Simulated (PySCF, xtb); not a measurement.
Cd(I)(SH) (CdHIS), SMILES [SH][Cd][I]. Other conformers were not sampled.

Harmonic wavenumbers (cm⁻¹) from GFN2-xTB (xtb) at its own minimum, in rising order: 41, 153, 184, 282, 556, 2468.

Task: What does PySCF with B3LYP-D3(BJ)/def2-TZVP give at its own minimum? (Estimate from the structure and the level; the computed values follow.)

Result: 65, 67, 186, 351, 653, 2663. Paired by order, the mean absolute difference is 79 cm⁻¹ and the zero-point energies are 5.3 and 5.7 kcal/mol.
